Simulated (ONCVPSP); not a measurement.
# tellurium, ONCV: configuration errors across variants

* Element: Te
* Generator: ONCVPSP 4.0.1
* Type: optimised norm-conserving Vanderbilt (ONCV)
* Functional: PBEsol
* Relativity: scalar-relativistic
* Frozen core: [Kr] 4d10
* Valence charge: 6
* Reference configuration: 5s2 5p3 (charge +1)
* Partial waves: 5s: rc 1.65 bohr, ncon 5, nbas 10, qcut 4.3 1/bohr, 2 projectors, debl 0.8 Ha; 5p: rc 2.10 bohr, ncon 4, nbas 9, qcut 4.6 1/bohr, 3 projectors, debl 2.8 Ha
* Local potential: polynomial inside 1.50 bohr (lpopt 5, dvloc0 2 Ha)
* Core correction: Teter function, fcfact 3, rcfact 1.6

In the s channel the program set the typed energies aside and used -0.864, 0.250 Ha.

All-electron excitation energies from the reference (eV): (1) 5s2 5p4 -9.753; (2) 5s2 5p2 17.969; (3) 5s2 5p1 44.926; (4) 5s0 5p6 9.013.

2 further variants failed, have other tests or another functional or relativity, and are left out.

A true bound ghost makes a file unfit for plane-wave use even where its test errors are small: the radial tests pick states by their node count and pass the ghost by.

Errors AE − PS in meV (a dash: test not solved or not reliable):

| change | (1) | (2) | (3) | (4) | bound ghosts | GHOST(+) flags above zero |
| --- | --- | --- | --- | --- | --- | --- |
| base | -17 | -49 | -253 | -56 | s | s, p |
| local potential polynomial inside 1.35 bohr (lpopt 5, dvloc0 2 Ha) | -17 | -49 | -254 | -56 | s | s, p |
| core correction Teter function, fcfact 3, rcfact 1.16 | -0.7 | -12 | -48 | -17 | s | s, p |

**Question.** Give the same row for: core correction polynomial model core, fcfact 0.3.

**Answer.** -0.7, -14, -69, -35; bound ghosts: s; GHOST(+) flags above zero: s, p.
